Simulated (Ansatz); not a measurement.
This geometry of CH4AsO (7 atoms, charge -1, multiplicity 1) is a first-order saddle point.

These are results of Ansatz, RKS B3LYP-D4/def2-SVP, not measurements.

```xyz
7
Properties=species:S:1:pos:R:3
C -0.685 0.088 -0.734
O -0.791 -0.276 0.682
As 0.828 -0.775 1.234
H -1.743 0.230 -1.083
H -0.232 1.115 -0.795
H 1.633 0.571 1.105
H 0.990 -0.952 -0.409
```

(1) Which two structures does it join? (They come from a converged band through this point; their orientation in space is the band's.)

(2) How far does it lie above each of them?

Results:

(1) Bonds broken: As3–H7. Bonds formed: C1–H7.

Initial state:

```xyz
7
Properties=species:S:1:pos:R:3
C -0.810 0.115 -0.873
O -0.806 -0.365 0.554
As 0.767 -0.733 1.219
H -1.874 0.469 -0.978
H -0.244 1.093 -0.838
H 1.526 0.637 1.036
H 1.441 -1.215 -0.119
```

Final state:

```xyz
7
Properties=species:S:1:pos:R:3
C -0.494 -0.043 -0.659
O -0.639 -0.248 0.694
As 0.976 -0.625 1.654
H -1.498 -0.011 -1.151
H 0.011 0.924 -0.918
H 1.539 0.834 1.557
H 0.105 -0.831 -1.177
```

(2) 0.094 eV above the first and 2.244 eV above the second. This is the barrier of this one path; another mechanism may lie lower. The orbitals stay closed-shell, which can raise the energy where a bond breaks towards radicals; this wasn't checked here. Limits of this set-up: an anion without diffuse functions, the dipole of an ion depends on the origin.

Time of the run: 4.6 min on 1 thread of Arm Neoverse V1, with other jobs on the host, peak memory 0.16 GiB.
